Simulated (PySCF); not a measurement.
CH8OSSi2

CH8OSSi2 is a small molecule, neutral, singlet. The structure, one conformer, was relaxed in the gas phase by PBE0-D3(BJ)/def2-SVP. No frequency run checks that it is a minimum.

SMILES: OC([SiH3])S[SiH3]

```xyz
13

C    -0.458    0.391    0.063
Si   -2.336    0.038   -0.054
S     0.429   -0.832   -0.998
Si    2.441   -0.275   -0.467
O     0.004    0.404    1.383
H    -0.248    1.393   -0.344
H    -2.783   -0.001   -1.476
H    -3.071    1.104    0.688
H    -2.587   -1.282    0.601
H     3.310   -0.908   -1.500
H     2.569    1.211   -0.512
H     2.851   -0.775    0.877
H    -0.110   -0.485    1.747
```
Atom numbers follow the order of the file, from 1.

Shieldings: GIAO PBE0/pcSseg-1. Shifts are against computed references at the same level: C TMS (σ 184.4 ppm), H TMS (σ 31.27 ppm), Si TMS (σ 352.0 ppm). Core levels by delta-SCF with SCAN, pcX-2 on the ionised atom and pcseg-1 elsewhere, spin-free X2C (2p3/2 is the spin-free 2p value less a third of a first-order spin-orbit splitting); from the vacuum level, for chosen atoms.

Give the NMR and core-level values of the distinct atoms.


| atoms | bonded to | σ (ppm) | δ (ppm) | core level (eV) |
| --- | --- | --- | --- | --- |
| C1 | 1 O + 1 S + 1 Si + 1 H | 115.0 | 69.4 | 1s 292.42 |
| Si2 | 1 C + 3 H | 410.4 | -58.4 | 2p3/2 106.91 |
| S3 | 1 C + 1 Si | 584.2 | - | 2p3/2 168.82 |
| Si4 | 1 S + 3 H | 399.5 | -47.5 | 2p3/2 107.09 |
| O5 | 1 C + 1 H | 254.5 | - | 1s 539.08 |
| H6 | 1 C | 26.53 | 4.74 | - |
| H7 H8 H9 | 1 Si | 27.26 | 4.00 | - |
| H10 H11 H12 | 1 Si | 26.59 | 4.68 | - |
| H13 | 1 O | 31.31 | -0.05 | - |

Values are those of this one static structure, with the three H of a rotating XH3 group averaged; atoms that internal rotation interchanges would show their mean in an NMR spectrum.

By CAM-B3LYP/def2-SVPD (TDDFT singlets, Tamm-Dancoff triplets, ionisation by delta-SCF), where does absorption start, and what does vertical ionisation take?

The lowest singlet lies at 5.64 eV (f 0.005), the strongest of the first 6 at 6.95 eV (f 0.020), the lowest triplet at 5.23 eV; vertical ionisation takes 9.22 eV.
